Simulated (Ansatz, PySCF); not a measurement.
C5H4F2O, SMILES C=C=C1CC(F)(F)O1. Atoms are numbered in the order given.

```xyz
12

C      3.4192    -0.1153     0.0000
C      2.1117    -0.0334     0.0000
C      0.8124     0.0821     0.0000
C     -0.2296     1.1836     0.0000
C     -1.1997    -0.0050     0.0000
F     -1.9848    -0.1403    -1.0786
F     -1.9848    -0.1403     1.0786
O     -0.1578    -0.9433     0.0000
H      3.9940    -0.1542     0.9341
H      3.9940    -0.1542    -0.9341
H     -0.2754     1.8026     0.9059
H     -0.2754     1.8026    -0.9059
```

Geometry optimised at B3LYP-D3(BJ)/def2-SVP. The structure was generated by enumeration, and PubChem lists no compound with its InChIKey, so it may never have been made.

Two levels are set side by side: PBE-D3(BJ)/def2-SVP (Ansatz, a quantum-chemistry and plane-wave program) and B3LYP-D3(BJ)/def2-SVP (Ansatz). Each level has its own optimised geometry; the coordinates shown are those of the second. Frequencies come from the Hessian of PySCF at each geometry. Differences are taken from unrounded values.

```tsv
quantity	B3LYP-D3(BJ)	PBE-D3(BJ)	PBE-D3(BJ) minus B3LYP-D3(BJ)
mean bond length (Å)	1.296	1.304	0.008
bond C1–C2 (Å)	1.310	1.318	0.008
bond C2–C3 (Å)	1.304	1.314	0.009
bond C3–C4 (Å)	1.516	1.516	0.000
bond C3–O8 (Å)	1.412	1.418	0.007
bond C4–C5 (Å)	1.534	1.537	0.003
bond C5–F6 (Å)	1.341	1.350	0.009
bond C5–F7 (Å)	1.341	1.350	0.009
bond C5–O8 (Å)	1.402	1.415	0.013
bond C1–H9 (Å)	1.097	1.106	0.008
bond C1–H10 (Å)	1.097	1.106	0.008
bond C4–H11 (Å)	1.098	1.106	0.008
bond C4–H12 (Å)	1.098	1.106	0.008
highest harmonic wavenumber (cm⁻¹)	3181	3110	-71
mean harmonic wavenumber (cm⁻¹)	1171	1136	-35
zero-point energy (kcal/mol)	50.23	48.71	-1.52
```

Exact exchange shortens and stiffens bonds; PBE has none. Differences between two approximate levels are no errors against the true value.
